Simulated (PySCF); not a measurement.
Electronic absorption of C5H14GeO

C5H14GeO.
InChI=1S/C5H14GeO/c1-4-5-6(2)7-3/h6H,4-5H2,1-3H3/t6-/m0/s1

Method used: TDDFT wB97X-D/def2-SVPD, vertical, gas phase, core orbitals frozen in the response (PySCF 2.14.0, density-fitted response routines). The structure is a single PBE0-D3(BJ)/def2-SVP conformer in the gas phase; no vibrational or solvent corrections. Relativistic effects, spin–orbit coupling among them, are left out although an element past zinc is present. Torsions of this conformer, `[CH3:1][CH2:2][CH2:3][Ge@H:4]([CH3:5])[O:6][CH3:7]`: C1–C2–C3–Ge4 178°, C2–C3–Ge4–C5 58°, C3–Ge4–O6–C7 -60°.

Problem. What does the calculation give for the low-lying excited states?

Solution. 

```tsv
state	λ (nm)	E (eV)	f	main configurations (H = HOMO, L = LUMO)
S1	174.4	7.11	0.0017	H→L+1 (39%), H→L+3 (27%), H→L (14%)
S2	163.3	7.59	0.019	H→L (63%), H→L+2 (11%), H→L+4 (8%)
S3	157.5	7.87	0.0015	H→L+1 (43%), H→L+3 (15%), H→L+2 (14%)
S4	157.3	7.88	0.026	H-1→L+1 (34%), H-1→L (21%), H-1→L+3 (20%)
S5	153.3	8.09	0.136	H→L+2 (26%), H→L+3 (24%), H→L+5 (15%)
S6	150.0	8.27	0.024	H→L+4 (39%), H→L+2 (22%), H-1→L (15%)
S7	146.6	8.46	0.034	H-1→L (18%), H-2→L+1 (16%), H→L+4 (13%)
S8	145.3	8.53	0.075	H-1→L+2 (28%), H-1→L+1 (19%), H-1→L+3 (12%)
S9	144.8	8.56	0.054	H→L+5 (14%), H→L+7 (9%), H-2→L+1 (8%)
S10	141.0	8.79	0.045	H-1→L+2 (18%), H-1→L+3 (11%), H-2→L+3 (9%)
```

Triplets (Tamm–Dancoff): T1 6.84 eV, H→L+1 (31%), H→L+3 (26%), H→L+4 (12%); T2 7.46 eV, H→L (63%), H→L+2 (11%); T3 7.56 eV, H-1→L+1 (30%), H-1→L+3 (26%), H-1→L+4 (11%); T4 7.77 eV, H→L+2 (30%), H→L+1 (21%), H-1→L (11%).

The lowest singlet lies at 7.11 eV (174 nm, vacuum ultraviolet) and is very weak; its leading configuration is HOMO→LUMO+1 (39%). The strongest level in the table is S5 at 8.09 eV (153 nm, f = 0.136). Löwdin shares by element: HOMO oxygen 46%, carbon 22% or more, germanium 10% (atoms not listed hold the other 22%); LUMO germanium 27%, carbon 15% or more, hydrogen 6% or more (atoms not listed hold the other 52%). The listed states span 1.69 eV, and the widest gap between neighbours is 0.49 eV (S1 to S2). Weighted by f, the mean energy of these states is 8.30 eV. Orbital energies (eV): HOMO-3 -10.74, HOMO-2 -10.53, HOMO-1 -9.92, HOMO -9.23, LUMO 2.13, LUMO+1 2.47, LUMO+2 2.64. All these states lie below the vertical ionisation energy of 9.36 eV (ΔSCF). Singlets were solved by full linear response, triplets in the Tamm–Dancoff approximation.
